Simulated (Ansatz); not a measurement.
C2H8OSi2 (`OC[SiH]1C[SiH2]1`). Total charge 0; spin multiplicity 1. Geometry: relaxed with PBE0-D4/def2-TZVP. It is one conformer, not always the lowest.

```xyz
13

O     1.282   -1.315   -0.917
C     1.448    0.071   -0.720
Si    0.063    0.861    0.289
C    -0.884   -0.221    1.411
Si   -2.230   -0.122   -0.008
H     0.363   -1.476   -1.169
H     2.379    0.207   -0.158
H     1.577    0.613   -1.667
H     0.323    2.271    0.675
H    -1.222    0.211    2.350
H    -0.441   -1.204    1.550
H    -1.219    1.151   -0.687
H    -1.438   -1.048   -0.949
```

Task: What is the dipole moment at ωB97M-V/def2-TZVPP? (An estimate is asked.)

Result: Ansatz gave: 1.71 D, with components (0.91, 1.34, 0.55) D in this frame, pointing from negative to positive charge.

Task: And with PBE, r2SCAN, B3LYP? (Best estimate.)

Result: Ansatz gave: PBE 1.57 D, r2SCAN 1.70 D, B3LYP 1.69 D.

Task: Give the Mulliken charges with ωB97M-V, PBE, r2SCAN in def2-TZVPP. (An estimate is asked.)

Result: Ansatz gave: 
```tsv
atom	ωB97M-V	PBE	r2SCAN
O1	-0.33	-0.30	-0.35
C2	-0.09	-0.04	0.04
Si3	0.25	0.19	0.28
C4	-0.42	-0.28	-0.31
Si5	0.03	-0.01	0.06
H6	0.19	0.19	0.20
H7	0.11	0.10	0.06
H8	0.11	0.09	0.06
H9	-0.01	-0.05	-0.07
H10	0.13	0.11	0.10
H11	0.14	0.12	0.11
H12	-0.02	-0.02	-0.04
H13	-0.09	-0.09	-0.14
```

B3LYP here is the variant with VWN-RPA as its local correlation; programs differ in this.
